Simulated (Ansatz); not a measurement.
Start from `C=C[SiH3]` and change one atom or group to get `B/C=C/[SiH3]`.

Ansatz, PBE0-D4/def2-TZVP geometries, multiplicity 1. 

```csv
property,`C=C[SiH3]`
HOMO–LUMO gap (PBE0/def2-TZVPP) / eV,7.53
LUMO energy (B3LYP/def2-TZVPP) / eV,-0.70
LUMO energy (ωB97M-V/def2-TZVPP) / eV,1.64
HOMO–LUMO gap (PBE/def2-TZVPP) / eV,5.39
HOMO energy (B3LYP/def2-TZVPP) / eV,-7.78
HOMO–LUMO gap (ωB97M-V/def2-TZVPP) / eV,11.89
```

Problem. Give the same properties after the change, and the shifts. (An estimate is asked.)

Solution. The calculation gave: 
```json
{"property": "HOMO–LUMO gap (PBE0/def2-TZVPP) / eV", "`B/C=C/[SiH3]`": "6.07", "shift": "-1.46"}
{"property": "LUMO energy (B3LYP/def2-TZVPP) / eV", "`B/C=C/[SiH3]`": "-2.58", "shift": "-1.88"}
{"property": "LUMO energy (ωB97M-V/def2-TZVPP) / eV", "`B/C=C/[SiH3]`": "-0.39", "shift": "-2.03"}
{"property": "HOMO–LUMO gap (PBE/def2-TZVPP) / eV", "`B/C=C/[SiH3]`": "4.01", "shift": "-1.38"}
{"property": "HOMO energy (B3LYP/def2-TZVPP) / eV", "`B/C=C/[SiH3]`": "-8.23", "shift": "-0.45"}
{"property": "HOMO–LUMO gap (ωB97M-V/def2-TZVPP) / eV", "`B/C=C/[SiH3]`": "10.25", "shift": "-1.64"}
```

With PBE0 the HOMO falls by 0.46 eV and the LUMO falls by 1.92 eV, so the gap narrows by about 1.46 eV. PBE moves the HOMO by -0.47 eV and ωB97M-V by -0.39 eV. The zero-point energy changes by 28.9 kJ/mol with +6 modes.

B3LYP here is the variant with VWN-RPA as its local correlation; programs differ in this.
